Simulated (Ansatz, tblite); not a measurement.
Removing an electron: BeCl2(H2O)2 (BeCl₂O₂H₄). Charge 0, multiplicity 1. Geometry: B3LYP-D4/def2-SVP. Ansatz, gas phase; energy differences of separate SCF runs; the oxidised species was run as a doublet alone.

```xyz
9

Be    0.396   -0.067   -0.070
Cl    1.395    1.438   -0.834
Cl    1.049   -1.856    0.400
O    -0.921   -0.346   -1.182
H    -0.901   -1.286   -1.432
H    -0.748    0.179   -1.981
O    -0.309    0.557    1.400
H     0.096    1.423    1.576
H    -0.058   -0.043    2.123
```

The xTB rows come from tblite.

```
              level  −HOMO (eV)  vertical IE (eV)  −LUMO (eV)  HOMO–LUMO gap (eV)
           GFN2-xTB       10.87             13.77        2.77                8.10
r2SCAN-D4/def2-TZVP        6.79              9.85        0.73                6.06
  PBE0-D4/def2-TZVP        7.83             10.03        0.63                7.20
```

(1) Estimate the rows for GFN1-xTB, PBE-D4/def2-TZVP.

Answers

(1) 
```
           level  −HOMO (eV)  vertical IE (eV)  −LUMO (eV)  HOMO–LUMO gap (eV)
        GFN1-xTB       12.44             14.71        5.79                6.65
PBE-D4/def2-TZVP        6.44              9.63        1.40                5.04
```

  Raw xTB energy differences between charge states are shifted by several eV; the methods need an empirical correction for them.
